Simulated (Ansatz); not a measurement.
Cost and result for the atomization energy of ClGeH₇Si₂ (`Cl[SiH2][SiH2][GeH3]`) (11 atoms, 10 bonds).

```xyz
11

Cl   -0.770    0.026    2.745
Si   -0.940   -1.268    1.143
Si   -0.648   -0.033   -0.816
Ge    1.390    1.191   -0.680
H     0.115   -2.304    1.288
H    -2.271   -1.921    1.231
H    -0.614   -0.964   -1.979
H    -1.797    0.897   -0.985
H     1.317    2.214    0.461
H     2.558    0.229   -0.410
H     1.661    1.933   -1.999
```

The species carries charge 0 and has multiplicity 1. Correlated methods include outer-core shells of Ge, which these sets cover unevenly. Scalar relativity is left out up to krypton. Geometry: relaxed with PBE0-D4/def2-TZVP. It is one conformer, not always the lowest. Program: Ansatz. All runs use 4 threads of an Arm Neoverse V2 on a shared host. Times are those of one run each, without the atoms' runs, and a repeat can differ threefold. Electronic energies, without spin–orbit coupling; frozen cores. CCSD(T)/CBS adds CCSD(T) − MP2 in def2-TZVPP to the MP2 limit, and its time is that of the two runs behind it. T1 = 0.012. With those shells the extrapolation isn't a true limit. B3LYP takes the VWN-RPA correlation (the form of Gaussian; ORCA's B3LYP/G).

CCSD(T)/CBS is a level of theory with its own doubt, some kJ/mol a heavy atom from the limit and from the frozen cores, so smaller differences don't rank the functionals.

```
                             level  functions  wall time
   PBE-D4/def2-TZVPP (with forces)        272      2.7 s
                PBE0-D4/def2-TZVPP        272      4.1 s
r2SCAN-D4/def2-TZVPP (with forces)        272      5.5 s
                 B2PLYP/def2-TZVPP        272        6 s
 B3LYP-D4/def2-TZVPP (with forces)        272      6.5 s
                ωB97X-V/def2-TZVPP        272      9.5 s
  ωB97M-V/def2-TZVPP (with forces)        272       14 s
                    MP2/def2-QZVPP        509       25 s
                CCSD(T)/def2-TZVPP        272    3.2 min
                 CCSD(T)/CBS(def2)          –    3.6 min
```

(1) What atomization energy does each give, and how far from CCSD(T)/CBS? (Estimate.)

Answers

(1) The calculation gave: 
```csv
level,atomization (kJ/mol),difference from CCSD(T)/CBS,per bond
PBE-D4/def2-TZVPP (with forces),3051.7,-51.9,-5.2
PBE0-D4/def2-TZVPP,3054.0,-49.6,-5.0
r2SCAN-D4/def2-TZVPP (with forces),3098.5,-5.1,-0.5
B2PLYP/def2-TZVPP,3029.0,-74.6,-7.5
B3LYP-D4/def2-TZVPP (with forces),3071.2,-32.4,-3.2
ωB97X-V/def2-TZVPP,3126.1,22.5,2.2
ωB97M-V/def2-TZVPP (with forces),3081.2,-22.4,-2.2
MP2/def2-QZVPP,3042.1,-61.5,-6.2
CCSD(T)/def2-TZVPP,3028.2,-75.4,-7.5
CCSD(T)/CBS(def2),3103.6,0.0,0.0
```

From PBE to PBE0 (25 % exact exchange), in def2-TZVPP and without D4, the atomization energy moves by +6.2 kJ/mol. The D4 term adds +47.0 kJ/mol with B3LYP and +25.1 kJ/mol with PBE0; it sums over pairs of atoms, weighted by their polarisabilities, and B3LYP, whose exchange is more repulsive, gets the larger term. In def2-TZVPP, CCSD(T) changes the Hartree–Fock value by +689.8 kJ/mol (the triples alone add +31.4 kJ/mol) and MP2 by +659.4 kJ/mol; breaking electron pairs costs correlation energy, which Hartree–Fock lacks.
